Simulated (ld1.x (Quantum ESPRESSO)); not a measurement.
# An all-electron radial function and its pseudo partner (silicon)

Columns: radius, all-electron u(r) and pseudo u(r) of the 3s shell (level -11.56 eV) of silicon in the configuration [Ne] 3s1 3p3; PBE, scalar-relativistic, TM scheme, ld1.x (Quantum ESPRESSO) 7.5.

| r (bohr) | all-electron | pseudo |
| --- | --- | --- |
| 0.090 | 0.1449 | 0.0336 |
| 0.180 | -0.0833 | 0.0668 |
| 0.270 | -0.2683 | 0.0993 |
| 0.360 | -0.3416 | 0.1310 |
| 0.450 | -0.3212 | 0.1620 |
| 0.540 | -0.2398 | 0.1928 |
| 0.630 | -0.1252 | 0.2249 |
| 0.720 | 0.0026 | 0.2600 |
| 0.810 | 0.1306 | 0.3006 |
| 0.900 | 0.2509 | 0.3487 |
| 0.990 | 0.3590 | 0.4053 |
| 1.080 | 0.4527 | 0.4689 |
| 1.170 | 0.5315 | 0.5348 |
| 1.260 | 0.5960 | 0.5962 |
| 1.350 | 0.6474 | 0.6474 |
| 1.440 | 0.6867 | 0.6867 |
| 1.530 | 0.7149 | 0.7149 |
| 1.620 | 0.7330 | 0.7330 |
| 1.710 | 0.7423 | 0.7423 |
| 1.800 | 0.7439 | 0.7439 |
| 1.890 | 0.7390 | 0.7390 |
| 1.980 | 0.7286 | 0.7286 |
| 2.070 | 0.7137 | 0.7137 |
| 2.160 | 0.6952 | 0.6952 |
| 2.250 | 0.6738 | 0.6738 |
| 2.340 | 0.6503 | 0.6503 |

(1) How many radial nodes do the two functions have?

(2) At about which radius was the pseudo-wave matched?

(3) Is the pseudo-wave norm-conserving?

Results:

(1) The all-electron 3s function has n − l − 1 = 2; the pseudo-wave has 0, since the states of the same l below it are removed with the core.

(2) 1.35 bohr, where the columns begin to agree (steps of 0.09 bohr).

(3) Yes: the TM scheme keeps the norm inside the radius equal to the all-electron one, which fixes the energy derivative of the logarithmic derivative at the level.
